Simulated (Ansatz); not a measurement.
H3O (SMILES [OH3+]), charge 1, multiplicity 1, relaxed at each level with Ansatz (an electronic-structure program); harmonic frequencies from differences of analytic forces, average atomic masses, frozen cores.

```json
[
 {"level": "HF/def2-TZVPP", "O1–H2 (Å)": "0.9593", "O1–H3 (Å)": "0.9593", "O1–H4 (Å)": "0.9593", "H2–O1–H3 (°)": "114.0", "H2–O1–H4 (°)": "114.0", "H3–O1–H4 (°)": "114.0", "dipole (D)": "-"},
 {"level": "PBE/def2-TZVPP", "O1–H2 (Å)": "0.9872", "O1–H3 (Å)": "0.9872", "O1–H4 (Å)": "0.9872", "H2–O1–H3 (°)": "111.9", "H2–O1–H4 (°)": "111.9", "H3–O1–H4 (°)": "111.9", "dipole (D)": "-"},
 {"level": "r2SCAN/def2-TZVPP", "O1–H2 (Å)": "0.9780", "O1–H3 (Å)": "0.9780", "O1–H4 (Å)": "0.9780", "H2–O1–H3 (°)": "112.3", "H2–O1–H4 (°)": "112.3", "H3–O1–H4 (°)": "112.3", "dipole (D)": "-"},
 {"level": "B3LYP/def2-TZVPP", "O1–H2 (Å)": "0.9793", "O1–H3 (Å)": "0.9793", "O1–H4 (Å)": "0.9793", "H2–O1–H3 (°)": "113.0", "H2–O1–H4 (°)": "113.0", "H3–O1–H4 (°)": "113.0", "dipole (D)": "-"},
 {"level": "PBE0/def2-TZVPP", "O1–H2 (Å)": "0.9764", "O1–H3 (Å)": "0.9764", "O1–H4 (Å)": "0.9764", "H2–O1–H3 (°)": "112.7", "H2–O1–H4 (°)": "112.7", "H3–O1–H4 (°)": "112.7", "dipole (D)": "-"},
 {"level": "wB97X-V/def2-TZVPP", "O1–H2 (Å)": "0.9782", "O1–H3 (Å)": "0.9782", "O1–H4 (Å)": "0.9782", "H2–O1–H3 (°)": "112.8", "H2–O1–H4 (°)": "112.8", "H3–O1–H4 (°)": "112.8", "dipole (D)": "-"},
 {"level": "MP2/cc-pVTZ", "O1–H2 (Å)": "0.9782", "O1–H3 (Å)": "0.9782", "O1–H4 (Å)": "0.9782", "H2–O1–H3 (°)": "111.6", "H2–O1–H4 (°)": "111.6", "H3–O1–H4 (°)": "111.6", "dipole (D)": "-"},
 {"level": "CCSD(T)/cc-pVDZ", "O1–H2 (Å)": "0.9841", "O1–H3 (Å)": "0.9841", "O1–H4 (Å)": "0.9841", "H2–O1–H3 (°)": "109.4", "H2–O1–H4 (°)": "109.4", "H3–O1–H4 (°)": "109.4", "dipole (D)": "-"},
 {"level": "CCSD(T)/cc-pVTZ", "O1–H2 (Å)": "0.9779", "O1–H3 (Å)": "0.9779", "O1–H4 (Å)": "0.9779", "H2–O1–H3 (°)": "111.5", "H2–O1–H4 (°)": "111.5", "H3–O1–H4 (°)": "111.5", "dipole (D)": "-"},
 {"level": "CCSD(T)/cc-pVQZ", "O1–H2 (Å)": "0.9760", "O1–H3 (Å)": "0.9760", "O1–H4 (Å)": "0.9760", "H2–O1–H3 (°)": "111.7", "H2–O1–H4 (°)": "111.7", "H3–O1–H4 (°)": "111.7", "dipole (D)": "-"}
]
```
